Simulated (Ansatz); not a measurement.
Ansatz (an electronic-structure program) input for C3H6O3, SMILES COC(=O)OC (connectivity only; charge and spin as stated), charge +1, multiplicity 2, B3LYP-D3(BJ)/def2-SVP. 

Ansatz 0.2 input:
```yaml
crystal:
  periodic: [false, false, false]
  atoms:
    - {symbol: C, position_ang: [-0.00727207, 0.08347762, 2.33883134]}
    - {symbol: O, position_ang: [0.01189644, 0.66475190, 1.08338017]}
    - {symbol: C, position_ang: [0.01236419, -0.13789279, 0.00000000]}
    - {symbol: O, position_ang: [0.00918549, -1.32393936, -0.00000000]}
    - {symbol: O, position_ang: [0.01189643, 0.66475190, -1.08338017]}
    - {symbol: C, position_ang: [-0.00727207, 0.08347763, -2.33883134]}
    - {symbol: H, position_ang: [0.32685677, -0.96179298, 2.31849677]}
    - {symbol: H, position_ang: [0.57823641, 0.73774982, 3.00376108]}
    - {symbol: H, position_ang: [-1.03046679, 0.11459800, 2.76588930]}
    - {symbol: H, position_ang: [0.57823642, 0.73774982, -3.00376109]}
    - {symbol: H, position_ang: [-1.03046679, 0.11459800, -2.76588929]}
    - {symbol: H, position_ang: [0.32685678, -0.96179298, -2.31849677]}
basis:
  gaussian:
    orbitals: def2-SVP
hamiltonian:
  xc: b3lyp
  dispersion: d3bj
total_charge: 1
magnetization: {spin_polarized: true, initial_magnetization: 1}
relax: {f_tol: 0.002, max_steps: 200}
```

Output:

```
WARN ansatz: RAYON_NUM_THREADS=1 ignored (pool sized by the plan → 1); use --threads N
Functional definition: B3LYP
integrals: 0.07 GiB planned
1249 factors; integrals over basis functions are off by at most 4.0e-4 eV
mean field: 0.79 GiB planned
mean field evaluation 1: about -9321.8308 eV, gradient 5.2e1 eV
mean field evaluation 2: about -9303.6815 eV, gradient 8.4e1 eV
mean field evaluation 4: about -9332.1842 eV, gradient 7.2e0 eV
mean field evaluation 8: about -9332.4988 eV, gradient 5.5e-1 eV
mean field evaluation 16: about -9332.5019 eV, gradient 3.8e-3 eV
mean field evaluation 32: about -9332.1313 eV, gradient 3.4e0 eV
mean field -9332.50187820 eV, -342.9631182269 hartree, gradient 1.0e-5 eV, S^2 0.759517; 4 other end points of the search recorded, 0 dependent functions left out
the calculation of the forces begins
reference -9332.50211726 eV, -342.9631270121 hartree; 24, 23 occupied and 90, 91 virtual orbitals, 1249 factors
relax step   1: F+E_penalty+E_count = -9332.83284400 eV  Δ(F+E_penalty+E_count) = +0.000e0 eV  max|allowed force component| = 7.087e-1 eV/Å  Δτ_max = 0.0000 Å  (146 SCF iters, accepted)
these checks for a lower state are left out or cut short: starts, cluster_reference, orbital_swaps, neighbouring_geometries, increment
integrals: 0.07 GiB planned
1249 factors; integrals over basis functions are off by at most 3.6e-4 eV
mean field: 0.79 GiB planned
[...]
mean field evaluation 128: about -9332.8176 eV, gradient 5.5e-5 eV
mean field -9332.81762937 eV, -342.9747218685 hartree, gradient 1.1e-5 eV, S^2 0.754042; 0 other end points of the search recorded, 0 dependent functions left out
the calculation of the forces begins
reference -9332.81787411 eV, -342.9747308624 hartree; 24, 23 occupied and 90, 91 virtual orbitals, 1249 factors
relax step   9: F+E_penalty+E_count = -9333.14436060 eV  Δ(F+E_penalty+E_count) = +2.145e-2 eV  max|allowed force component| = 1.205e0 eV/Å  Δτ_max = 0.0995 Å  (45 SCF iters, rejected (line search))
these checks for a lower state are left out or cut short: starts, cluster_reference, orbital_swaps, neighbouring_geometries, increment
integrals: 0.07 GiB planned
1249 factors; integrals over basis functions are off by at most 3.2e-4 eV
mean field: 0.79 GiB planned
mean field -9332.86891422 eV, -342.9766065518 hartree, gradient 2.6e-5 eV, S^2 0.754254; 0 other end points of the search recorded, 0 dependent functions left out
the calculation of the forces begins
reference -9332.86916294 eV, -342.9766156921 hartree; 24, 23 occupied and 90, 91 virtual orbitals, 1249 factors
relax step  10: F+E_penalty+E_count = -9333.19481929 eV  Δ(F+E_penalty+E_count) = -2.900e-2 eV  max|allowed force component| = 1.133e-1 eV/Å  Δτ_max = 0.0485 Å  (41 SCF iters, accepted)
these checks for a lower state are left out or cut short: starts, cluster_reference, orbital_swaps, neighbouring_geometries, increment
integrals: 0.07 GiB planned
1249 factors; integrals over basis functions are off by at most 3.3e-4 eV
mean field: 0.79 GiB planned
mean field -9332.88352457 eV, -342.9771434724 hartree, gradient 1.4e-5 eV, S^2 0.754001; 0 other end points of the search recorded, 0 dependent functions left out
the calculation of the forces begins
reference -9332.88377148 eV, -342.9771525459 hartree; 24, 23 occupied and 90, 91 virtual orbitals, 1249 factors
relax step  11: F+E_penalty+E_count = -9333.21031239 eV  Δ(F+E_penalty+E_count) = -1.549e-2 eV  max|allowed force component| = 1.936e-1 eV/Å  Δτ_max = 0.0992 Å  (41 SCF iters, accepted)
these checks for a lower state are left out or cut short: starts, cluster_reference, orbital_swaps, neighbouring_geometries, increment
integrals: 0.07 GiB planned
1249 factors; integrals over basis functions are off by at most 3.4e-4 eV
mean field: 0.79 GiB planned
mean field -9332.89153045 eV, -342.9774376828 hartree, gradient 2.1e-5 eV, S^2 0.753816; 0 other end points of the search recorded, 0 dependent functions left out
the calculation of the forces begins
reference -9332.89177880 eV, -342.9774468098 hartree; 24, 23 occupied and 90, 91 virtual orbitals, 1249 factors
relax step  12: F+E_penalty+E_count = -9333.21841191 eV  Δ(F+E_penalty+E_count) = -8.100e-3 eV  max|allowed force component| = 2.245e-1 eV/Å  Δτ_max = 0.1165 Å  (40 SCF iters, accepted)
these checks for a lower state are left out or cut short: starts, cluster_reference, orbital_swaps, neighbouring_geometries, increment
integrals: 0.07 GiB planned
1249 factors; integrals over basis functions are off by at most 3.3e-4 eV
mean field: 0.79 GiB planned
mean field evaluation 160: about -9332.5596 eV, gradient 6.3e0 eV
mean field -9332.89943355 eV, -342.9777281165 hartree, gradient 1.2e-5 eV, S^2 0.753805; 0 other end points of the search recorded, 0 dependent functions left out
the calculation of the forces begins
reference -9332.89968393 eV, -342.9777373176 hartree; 24, 23 occupied and 90, 91 virtual orbitals, 1249 factors
relax step  13: F+E_penalty+E_count = -9333.22808153 eV  Δ(F+E_penalty+E_count) = -9.670e-3 eV  max|allowed force component| = 5.144e-2 eV/Å  Δτ_max = 0.0978 Å  (38 SCF iters, accepted)
these checks for a lower state are left out or cut short: starts, cluster_reference, orbital_swaps, neighbouring_geometries, increment
integrals: 0.07 GiB planned
1249 factors; integrals over basis functions are off by at most 3.3e-4 eV
mean field: 0.79 GiB planned
mean field -9332.90338377 eV, -342.9778732846 hartree, gradient 1.4e-5 eV, S^2 0.753876; 0 other end points of the search recorded, 0 dependent functions left out
the calculation of the forces begins
reference -9332.90363528 eV, -342.9778825271 hartree; 24, 23 occupied and 90, 91 virtual orbitals, 1249 factors
relax step  14: F+E_penalty+E_count = -9333.23046486 eV  Δ(F+E_penalty+E_count) = -2.383e-3 eV  max|allowed force component| = 1.381e-1 eV/Å  Δτ_max = 0.0584 Å  (39 SCF iters, accepted)
these checks for a lower state are left out or cut short: starts, cluster_reference, orbital_swaps, neighbouring_geometries, increment
integrals: 0.07 GiB planned
1249 factors; integrals over basis functions are off by at most 3.4e-4 eV
mean field: 0.79 GiB planned
mean field -9332.90440683 eV, -342.9779108811 hartree, gradient 1.7e-5 eV, S^2 0.753879; 0 other end points of the search recorded, 0 dependent functions left out
the calculation of the forces begins
reference -9332.90465856 eV, -342.9779201322 hartree; 24, 23 occupied and 90, 91 virtual orbitals, 1249 factors
relax step  15: F+E_penalty+E_count = -9333.23166317 eV  Δ(F+E_penalty+E_count) = -1.198e-3 eV  max|allowed force component| = 1.073e-1 eV/Å  Δτ_max = 0.0390 Å  (39 SCF iters, accepted)
these checks for a lower state are left out or cut short: starts, cluster_reference, orbital_swaps, neighbouring_geometries, increment
integrals: 0.07 GiB planned
1249 factors; integrals over basis functions are off by at most 3.5e-4 eV
mean field: 0.79 GiB planned
mean field -9332.90192952 eV, -342.9778198418 hartree, gradient 1.1e-5 eV, S^2 0.753879; 0 other end points of the search recorded, 0 dependent functions left out
the calculation of the forces begins
reference -9332.90218038 eV, -342.9778290605 hartree; 24, 23 occupied and 90, 91 virtual orbitals, 1249 factors
relax step  16: F+E_penalty+E_count = -9333.22929483 eV  Δ(F+E_penalty+E_count) = +2.368e-3 eV  max|allowed force component| = 2.602e-1 eV/Å  Δτ_max = 0.0373 Å  (40 SCF iters, rejected (line search))
these checks for a lower state are left out or cut short: starts, cluster_reference, orbital_swaps, neighbouring_geometries, increment
integrals: 0.07 GiB planned
1249 factors; integrals over basis functions are off by at most 3.4e-4 eV
mean field: 0.79 GiB planned
mean field evaluation 192: about -9332.8580 eV, gradient 8.0e-1 eV
mean field -9332.90473200 eV, -342.9779228311 hartree, gradient 2.2e-5 eV, S^2 0.753887; 0 other end points of the search recorded, 0 dependent functions left out
the calculation of the forces begins
reference -9332.90498350 eV, -342.9779320734 hartree; 24, 23 occupied and 90, 91 virtual orbitals, 1249 factors
relax step  17: F+E_penalty+E_count = -9333.23214585 eV  Δ(F+E_penalty+E_count) = -4.827e-4 eV  max|allowed force component| = 1.487e-2 eV/Å  Δτ_max = 0.0126 Å  (40 SCF iters, accepted)
these checks for a lower state are left out or cut short: starts, cluster_reference, orbital_swaps, neighbouring_geometries, increment
integrals: 0.07 GiB planned
1249 factors; integrals over basis functions are off by at most 3.4e-4 eV
mean field: 0.79 GiB planned
mean field -9332.90474540 eV, -342.9779233234 hartree, gradient 1.8e-5 eV, S^2 0.753882; 0 other end points of the search recorded, 0 dependent functions left out
the calculation of the forces begins
reference -9332.90499677 eV, -342.9779325611 hartree; 24, 23 occupied and 90, 91 virtual orbitals, 1249 factors
relax step  18: F+E_penalty+E_count = -9333.23218230 eV  Δ(F+E_penalty+E_count) = -3.645e-5 eV  max|allowed force component| = 1.481e-3 eV/Å  Δτ_max = 0.0058 Å  (34 SCF iters, accepted)
these checks for a lower state are left out or cut short: starts, cluster_reference, orbital_swaps, neighbouring_geometries, increment
integrals: 0.07 GiB planned
1249 factors; integrals over basis functions are off by at most 3.4e-4 eV
mean field: 0.79 GiB planned
mean field -9332.90476531 eV, -342.9779240550 hartree, gradient 2.4e-5 eV, S^2 0.753882; 0 other end points of the search recorded, 0 dependent functions left out
the calculation of the forces begins
reference -9332.90501655 eV, -342.9779332880 hartree; 24, 23 occupied and 90, 91 virtual orbitals, 1249 factors
relax step  19: F+E_penalty+E_count = -9333.23219367 eV  Δ(F+E_penalty+E_count) = -1.136e-5 eV  max|allowed force component| = 2.244e-3 eV/Å  Δτ_max = 0.0063 Å  (34 SCF iters, accepted)
these checks for a lower state are left out or cut short: starts, cluster_reference, orbital_swaps, neighbouring_geometries, increment
integrals: 0.07 GiB planned
1249 factors; integrals over basis functions are off by at most 3.4e-4 eV
mean field: 0.79 GiB planned
mean field -9332.90475261 eV, -342.9779235885 hartree, gradient 2.2e-5 eV, S^2 0.753881; 0 other end points of the search recorded, 0 dependent functions left out
the calculation of the forces begins
reference -9332.90500385 eV, -342.9779328213 hartree; 24, 23 occupied and 90, 91 virtual orbitals, 1249 factors
relax step  20: F+E_penalty+E_count = -9333.23219409 eV  Δ(F+E_penalty+E_count) = -4.228e-7 eV  max|allowed force component| = 8.751e-4 eV/Å  Δτ_max = 0.0002 Å  (27 SCF iters, accepted)
integrals: 0.07 GiB planned
1249 factors; integrals over basis functions are off by at most 3.4e-4 eV
mean field: 0.79 GiB planned
mean field evaluation 224: about -9330.3221 eV, gradient 2.5e1 eV
mean field -9332.90475261 eV, -342.9779235885 hartree, gradient 2.2e-5 eV, S^2 0.753881; 4 other end points of the search recorded, 0 dependent functions left out
the calculation of the forces begins
reference -9332.90500385 eV, -342.9779328213 hartree; 24, 23 occupied and 90, 91 virtual orbitals, 1249 factors
Total energy: -9333.23244533 eV, -342.9899660736 hartree
Atom 0 at     0.011253     0.046051     2.438393 Å, force     0.000120     0.000140    -0.000475 eV/Å
Atom 1 at     0.277597     0.598703     1.092971 Å, force    -0.000143    -0.000113     0.000164 eV/Å
Atom 2 at    -0.006501     0.009149    -0.000000 Å, force     0.000149    -0.000469    -0.000000 eV/Å
Atom 3 at    -0.562296    -1.144351    -0.000000 Å, force     0.000261     0.000875     0.000000 eV/Å
Atom 4 at     0.277597     0.598703    -1.092971 Å, force    -0.000143    -0.000113    -0.000164 eV/Å
Atom 5 at     0.011253     0.046051    -2.438393 Å, force     0.000120     0.000140     0.000475 eV/Å
Atom 6 at     0.571514    -0.890354     2.552943 Å, force    -0.000203     0.000197     0.000136 eV/Å
Atom 7 at     0.384363     0.819761     3.115542 Å, force    -0.000128    -0.000319    -0.000039 eV/Å
Atom 8 at    -1.070303    -0.098692     2.553064 Å, force     0.000150    -0.000109     0.000169 eV/Å
Atom 9 at     0.384363     0.819761    -3.115542 Å, force    -0.000128    -0.000319     0.000039 eV/Å
Atom 10 at    -1.070303    -0.098692    -2.553064 Å, force     0.000150    -0.000109    -0.000169 eV/Å
Atom 11 at     0.571514    -0.890354    -2.552943 Å, force    -0.000203     0.000197    -0.000136 eV/Å
Dipole moment:    -0.082596    -0.171343    -0.000000 e Å
```

Self-consistency was reached.

Cost: very roughly 2.4 core-minutes.
